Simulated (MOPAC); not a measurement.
MOPAC input (AM1):

```
AM1 PRECISE GNORM=0.05 LET XYZ GEO-OK AUX(PRECISION=9) THREADS=1
H5FSi2

F    -1.49074500 1    0.99274800 1    0.46511500 1
Si   -0.81030500 1   -0.37078800 1   -0.06553200 1
Si    1.51930900 1   -0.10314400 1   -0.15630000 1
H    -1.19576600 1   -1.45647200 1    0.86628000 1
H    -1.37541400 1   -0.66266500 1   -1.40382400 1
H     2.11636600 1   -1.37032800 1   -0.64665600 1
H     1.88270700 1    0.99266600 1   -1.08563500 1
H     2.06274900 1    0.19711700 1    1.18944800 1
```

Output:

```
 *******************************************************************************
 **                                                                           **
 **                              MOPAC v23.2.5                                **
 **                                                                           **
 *******************************************************************************
 ** MOPAC's Digital Object Identifier: https://doi.org/10.5281/zenodo.6511958 **
 **                                                                           **
 ** Please cite the open-source release paper for use of this MOPAC version:  **
 ** J. E. Moussa and J. J. P. Stewart (2026)                                  **
 ** MOPAC: An open-source semiempirical molecular orbital program             **
 ** J. Open Source Softw., 11(119), 8025, https://doi.org/10.21105/joss.08025 **
 *******************************************************************************

                              AM1 CALCULATION RESULTS

 *******************************************************************************
 *  AM1        - The AM1 Hamiltonian to be used
 *  GEO-OK     - OVERRIDE INTERATOMIC DISTANCE AND OTHER SAFETY CHECKS
 *  LET        - OVERRIDE SOME SAFETY CHECKS
 *  PRECISE    - TIGHTER CRITERIA TO BE USED
 *  XYZ        - CARTESIAN COORDINATE SYSTEM TO BE USED
 *  GNORM      - EXIT WHEN GRADIENT NORM DROPS BELOW 0.050
 *  AUX        - OUTPUT AUXILIARY INFORMATION
 *******************************************************************************
AM1 PRECISE GNORM=0.05 LET XYZ GEO-OK AUX(PRECISION=9) THREADS=1
 H5FSi2

   ATOM   CHEMICAL          X               Y               Z
  NUMBER   SYMBOL      (ANGSTROMS)     (ANGSTROMS)     (ANGSTROMS)

     1       F         -1.49074500  *   0.99274800  *   0.46511500  *
     2      Si         -0.81030500  *  -0.37078800  *  -0.06553200  *
     3      Si          1.51930900  *  -0.10314400  *  -0.15630000  *
     4       H         -1.19576600  *  -1.45647200  *   0.86628000  *
     5       H         -1.37541400  *  -0.66266500  *  -1.40382400  *
     6       H          2.11636600  *  -1.37032800  *  -0.64665600  *
     7       H          1.88270700  *   0.99266600  *  -1.08563500  *
     8       H          2.06274900  *   0.19711700  *   1.18944800  *

          CARTESIAN COORDINATES

    NO.       ATOM           X           Y           Z

     1         F         -1.4907      0.9927      0.4651
     2        Si         -0.8103     -0.3708     -0.0655
     3        Si          1.5193     -0.1031     -0.1563
     4         H         -1.1958     -1.4565      0.8663
     5         H         -1.3754     -0.6627     -1.4038
     6         H          2.1164     -1.3703     -0.6467
     7         H          1.8827      0.9927     -1.0856
     8         H          2.0627      0.1971      1.1894

  H: (AM1): M.J.S. DEWAR ET AL, J. AM. CHEM. SOC. 107 3902-3909 (1985)
  F: (AM1): M.J.S. DEWAR AND E. G. ZOEBISCH, THEOCHEM, 180, 1 (1988).
 Si: (AM1): M.J.S.DEWAR, C. JIE, ORGANOMETALLICS, 6, 1486-1490 (1987).

           Empirical Formula: H5 F Si2  =     8 atoms

      MOLECULAR POINT GROUP   :   Cs

      RHF CALCULATION, NO. OF DOUBLY OCCUPIED LEVELS = 10

          Geometry optimization using EF

          DIAGONAL MATRIX USED AS START HESSIAN

 CYCLE:     1  GRAD.:    51.609 HEAT: -66.48567
 CYCLE:     2  GRAD.:   140.141 HEAT: -61.42102
 CYCLE:     3  GRAD.:   337.936 HEAT: -51.68873
 CYCLE:     4  GRAD.:    64.114 HEAT: -67.16191
 CYCLE:     5  GRAD.:    67.301 HEAT: -67.69086
 CYCLE:     6  GRAD.:    20.888 HEAT: -69.51937
 CYCLE:     7  GRAD.:    35.561 HEAT: -69.14083
 CYCLE:     8  GRAD.:     5.434 HEAT: -69.84432
 CYCLE:     9  GRAD.:     6.908 HEAT: -69.89080
 CYCLE:    10  GRAD.:     4.079 HEAT: -69.97192
 CYCLE:    11  GRAD.:     2.648 HEAT: -70.03307
 CYCLE:    12  GRAD.:     2.230 HEAT: -70.05458
 CYCLE:    13  GRAD.:     1.786 HEAT: -70.08289
 CYCLE:    14  GRAD.:     1.665 HEAT: -70.10195
 CYCLE:    15  GRAD.:     1.079 HEAT: -70.11291
 CYCLE:    16  GRAD.:     0.491 HEAT: -70.11666
 CYCLE:    17  GRAD.:     0.308 HEAT: -70.11749
 CYCLE:    18  GRAD.:     0.568 HEAT: -70.11750
 CYCLE:    19  GRAD.:     0.116 HEAT: -70.11768
 CYCLE:    20  GRAD.:     0.137 HEAT: -70.11768
 CYCLE:    21  GRAD.:     0.053 HEAT: -70.11769
 CYCLE:    22  GRAD.:     0.015 HEAT: -70.11769

     GRADIENT =  0.01541 IS LESS THAN CUTOFF =  0.05000

 -------------------------------------------------------------------------------
 AM1 PRECISE GNORM=0.05 LET XYZ GEO-OK AUX(PRECISION=9) THREADS=1
 H5FSi2

     GEOMETRY OPTIMISED USING EIGENVECTOR FOLLOWING (EF).
     SCF FIELD WAS ACHIEVED

                              AM1 CALCULATION
                                                       MOPAC v23.2.5 Linux

          FINAL HEAT OF FORMATION =        -70.11769 KCAL/MOL =    -293.37243 KJ/MOL

          COSMO AREA              =        124.04 SQUARE ANGSTROMS
          COSMO VOLUME            =        115.96 CUBIC ANGSTROMS

          GRADIENT NORM           =          0.01541          =       0.00545 PER ATOM
          IONIZATION POTENTIAL    =         10.254517 EV
          HOMO LUMO ENERGIES (EV) =        -10.255 -1.235
          NO. OF FILLED LEVELS    =         10
          MOLECULAR WEIGHT        =         80.2089         POINT GROUP:  Cs

          MOLECULAR DIMENSIONS (Angstroms)

            Atom       Atom       Distance
            H     6    F     1     4.62561
            H     5    H     8     3.98285
            H     4    H     7     3.81815

          SCF CALCULATIONS        =         23

   ATOM   CHEMICAL          X               Y               Z
  NUMBER   SYMBOL      (ANGSTROMS)     (ANGSTROMS)     (ANGSTROMS)

     1       F         -1.67398685  *   0.98622298  *   0.47733366  *
     2      Si         -0.83853594  *  -0.30580788  *  -0.04057285  *
     3      Si          1.60912932  *  -0.13104896  *  -0.17316471  *
     4       H         -1.07915557  *  -1.45094546  *   0.83684355  *
     5       H         -1.25570103  *  -0.67086043  *  -1.39403305  *
     6       H          2.10730008  *  -1.42126923  *  -0.66375296  *
     7       H          2.00514590  *   0.93205716  *  -1.10450114  *
     8       H          2.18349950  *   0.14395390  *   1.14927938  *

                             CARTESIAN COORDINATES

   1    F       -1.673986848     0.986222984     0.477333664
   2   Si       -0.838535936    -0.305807877    -0.040572849
   3   Si        1.609129319    -0.131048961    -0.173164707
   4    H       -1.079155575    -1.450945457     0.836843547
   5    H       -1.255701027    -0.670860432    -1.394033046
   6    H        2.107300075    -1.421269235    -0.663752964
   7    H        2.005145898     0.932057156    -1.104501139
   8    H        2.183499504     0.143953895     1.149279380

           Empirical Formula: H5 F Si2  =     8 atoms

      MOLECULAR POINT GROUP   :   Cs

                  EIGENVALUES
 -47.93069 -17.36711 -15.88331 -15.71367 -15.17112 -13.94182 -12.66594 -12.43667
 -11.74517 -10.25452  -1.23539   1.08449   1.21900   1.42753   1.44873   2.01984
   2.15008

              NET ATOMIC CHARGES AND DIPOLE CONTRIBUTIONS

  ATOM NO.   TYPE          CHARGE      No. of ELECS.   s-Pop       p-Pop
    1          F          -0.423412        7.4234     1.87976     5.54365
    2         Si           0.976661        3.0233     0.83676     2.18658
    3         Si           0.159981        3.8400     0.92804     2.91198
    4          H          -0.204982        1.2050     1.20498
    5          H          -0.204978        1.2050     1.20498
    6          H          -0.102227        1.1022     1.10223
    7          H          -0.100520        1.1005     1.10052
    8          H          -0.100523        1.1005     1.10052
 DIPOLE           X         Y         Z       TOTAL
 POINT-CHG.    -0.051    -1.274    -0.441     1.349
 HYBRID         0.206     0.385     0.118     0.453
 SUM            0.155    -0.889    -0.323     0.958

          ATOMIC ORBITAL ELECTRON POPULATIONS

     Atom    s        px        py        pz
    1  F   1.87976   1.84953   1.77000   1.92412
    2 Si   0.83676   0.78980   0.61157   0.78520
    3 Si   0.92804   1.08434   0.91235   0.91529
    4  H   1.20498
    5  H   1.20498
    6  H   1.10223
    7  H   1.10052
    8  H   1.10052

 **********************
 *                    *
 * JOB ENDED NORMALLY *
 *                    *
 **********************

 == MOPAC DONE ==
```

The geometry given is a B3LYP-D3(BJ)/def2-TZVP minimum.
